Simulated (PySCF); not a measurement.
# Broadened absorption spectrum of C6H8ClF

Species: C6H8ClF.
SMILES: `C/C=C(Cl)\C=C(/C)F`

Computed with TDDFT PBE0/def2-SVPD, vertical, gas phase, core orbitals frozen in the response in PySCF. One conformer (not necessarily the lowest) at the GFN2-xTB geometry, without solvent, vibrations or thermal averaging. Torsions of this conformer, `[CH3:1]/[CH:2]=[C:3]([Cl:4])\[CH:5]=[C:6](/[CH3:7])[F:8]`: C2–C3–C5–C6 -149°.

Computed states:

```
state  E (eV)       f
   S1    5.19   0.341
   S2    5.83   0.150
   S3    6.22  0.0031
   S4    6.26   0.038
   S5    6.66   0.016
   S6    6.78   0.011
```

Each state is given a Gaussian of 0.5 eV full width at half maximum, with ε(max) = 2.175×10⁸ f / Δν̃ (Δν̃ the width in cm⁻¹). The width is an assumption, not a result. The curve ends short of the highest state used, and states not computed would add to its high-energy end.

Question: What does the envelope look like, and where are its maxima?

Answer: 
E (eV), ε (L mol⁻¹ cm⁻¹) and a bar:
```
     4.44         38 
     4.49         84 
     4.54        176 
     4.59        352 #
     4.64        664 #
     4.69       1184 ##
     4.74       2000 ###
     4.79       3194 #####
     4.84       4826 ########
     4.89       6899 ###########
     4.94       9331 ###############
     4.99      11941 ###################
     5.04      14458 ########################
     5.08      16192 ##########################
     5.13      17756 #############################
     5.18      18442 ##############################
     5.23      18161 ##############################
     5.28      16995 ############################
     5.33      15180 #########################
     5.38      13052 #####################
     5.43      10969 ##################
     5.48       9236 ###############
     5.53       8044 #############
     5.58       7449 ############
     5.63       7379 ############
     5.68       7662 ############
     5.73       8083 #############
     5.78       8431 ##############
     5.83       8550 ##############
     5.88       8363 ##############
     5.93       7879 #############
     5.98       7172 ############
     6.03       6354 ##########
     6.08       5532 #########
     6.13       4787 ########
     6.18       4157 #######
```

Maxima: 239 nm (5.19 eV), ε about 18000, made up of S1 (100%); 213 nm (5.83 eV), ε about 8600, made up of S2 (94%) (ε in L mol⁻¹ cm⁻¹; maxima over ε = 5, shares over 10%).

Question: What would ε be at 5.19 eV, the highest of these maxima, with half the width (0.25 eV)?

Answer: About 36700 L mol⁻¹ cm⁻¹ against 18500, a factor of about 1.99; a lone state at its own centre would give exactly 2.

Question: Coming from long wavelengths, where does ε first pass 100 L mol⁻¹ cm⁻¹?

Answer: At about 275 nm (4.50 eV), 0.68 eV below S1.

Question: On this curve, what absorbance would a 10⁻⁴ mol/L sample give at 266 nm over a 1 cm path?

Answer: 266 nm is 4.661 eV, where ε is about 850 L mol⁻¹ cm⁻¹, so A = ε c l ≈ 0.085 (Beer–Lambert, with the gas-phase spectrum and the assumed width).
